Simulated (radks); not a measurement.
Values are calculated unless marked as measured or tabulated.
Ni, configuration [Ar] 3d8 4s2 (the NIST ground configuration). Code: a radial shooting solver on a logarithmic mesh with Libxc functionals. Model: non-relativistic Kohn-Sham, PBEsol, spin-unpolarised, spherical densities, point nucleus.

Unscreened Slater integrals over Kohn-Sham orbitals (cm^-1). Empty in this configuration: 4p.

F0(4s,4s): 70124
F0(4s,3d): 90149
G2(4s,3d): 10047
F0(4s,3p): 92101
G1(4s,3p): 4456.7
F0(4s,3s): 92342
G0(4s,3s): 3210.0
F0(4s,4p): 54918
G1(4s,4p): 31798
F0(3d,3d): 206610
F2(3d,3d): 93083
F4(3d,3d): 57464
F0(3d,3p): 227160
F2(3d,3p): 105430
G1(3d,3p): 130270
G3(3d,3p): 78603
F0(3d,3s): 231160
G2(3d,3s): 98113
F0(3d,4p): 62875
F2(3d,4p): 10048
G1(3d,4p): 4415.9
G3(3d,4p): 3344.0
F0(3p,3p): 253540
F2(3p,3p): 126480
F0(3p,3s): 258340
G1(3p,3s): 170830
F0(3p,4p): 63584
F2(3p,4p): 7244.4
G0(3p,4p): 1504.8
G2(3p,4p): 1676.0
F0(3s,3s): 263580
F0(3s,4p): 63671
G1(3s,4p): 1676.9
F0(4p,4p): 46431
F2(4p,4p): 22775

Derived for the open shells (J is the average intra-shell exchange parameter used in DFT+U). 3d: Racah B = F2/49 - 5 F4/441 = 1248 cm^-1, C = 35 F4/441 = 4561 cm^-1, C/B = 3.65, F4/F2 = 0.617, J = (F2 + F4)/14 = 10750 cm^-1.
